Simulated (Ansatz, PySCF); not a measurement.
Process, species as SMILES: Cl[Si](Cl)Cl → Cl[Si]Cl + Cl atom (the Cl-Si bond at the site shown breaks; other sites are not compared here)
Structures are relaxed separately at B3LYP-D3(BJ)/def2-TZVP in Ansatz (an electronic-structure program). Unstable Hartree-Fock reference: Cl[Si]Cl.

Wanted: bond dissociation energy (enthalpy at 298 K, with B3LYP-D3(BJ) rigid-rotor harmonic-oscillator terms from PySCF), in kcal/mol. Correlated levels leave the core frozen unless marked. Open shells are spin-unrestricted. Spin-orbit coupling is left out. Non-relativistic unless marked X2C. CBS(X,Y): correlation extrapolated as X^-3; Hartree-Fock from the larger set. [CCSD(T)-MP2]/basis is that difference in the basis named.

```csv
level,program,bond dissociation energy (kcal/mol)
PBE-D3(BJ)/def2-TZVPD,Ansatz + dftd3,70.4
BLYP-D4/def2-TZVPD,Ansatz + dftd4,63.0
```

Q: Predict the RI-MP2/CBS(cc-pV(T+d)Z,cc-pV(Q+d)Z)+[CCSD(T)-MP2]/cc-pV(T+d)Z result (Ansatz).

A: 66.9 kcal/mol
